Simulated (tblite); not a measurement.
C5H6AlBr.
Geometry (GFN2-xTB, Å), atoms numbered from 1 in this order:
```
atom  x, y, z in Å
C1     2.7423   -1.3186   -0.7782
C2     1.8957   -0.9336    0.1703
C3     0.6622   -0.3005   -0.0966
C4    -0.3735    0.2425   -0.3996
C5    -1.6395    0.8926   -0.6796
Al6   -2.2871    1.0042    1.2097
Br7   -4.2183    1.9243    1.9301
H8     3.6737   -1.8016   -0.5382
H9     2.5281   -1.1635   -1.8225
H10    2.1204   -1.0960    1.2176
H11   -2.2299    0.2740   -1.3696
H12   -1.4627    1.8500   -1.1896
H13   -1.4158    0.4266    2.3286
```

Computed values, GFN2-xTB/tblite, gas phase, harmonic and unscaled. Against measured fundamentals such values can be off by several per cent, at times by over 20. Modes of hydrogen on aluminium can be 10 to 20 % off. One conformer, not necessarily the lowest. The optimisation stopped once no atom felt more than 0.01 eV/Å.

Lowest wavenumbers of the output (negative numbers stand for imaginary wavenumbers):
```
mode    cm-1
  1     -42.7
  2      35.2
  3      41.2
  4     101.8
  5     134.6
  6     188.6
  7     281.4
  8     298.0
  9     361.9
 10     437.9
 11     478.2
 12     547.1
 13     622.2
 14     646.0
 15     651.8
```

**Question.** Is this structure a minimum?

**Answer.** Not by this Hessian. 1 mode is imaginary beyond 20i (43i cm⁻¹), so at this level the point lies at or near a first-order saddle. The curvature is small, so loose convergence or finite differences may be the whole cause.

**Question.** Which atoms move in the imaginary mode?

**Answer.** 43i: C1 (terminal =CH2 carbon) 33 %, H9 (vinylic hydrogen) 19 %, H10 (vinylic hydrogen) 15 %, C2 (alkene CH carbon) 15 %. These are shares of the mass-weighted motion.

**Question.** What is the remedy?

**Answer.** Step along that mode in both directions, optimise again with tighter thresholds and repeat the frequencies. The zero-point energy of this point (52.4 kcal/mol) counts the 32 real modes alone, and thermal corrections from it aren't those of a minimum.
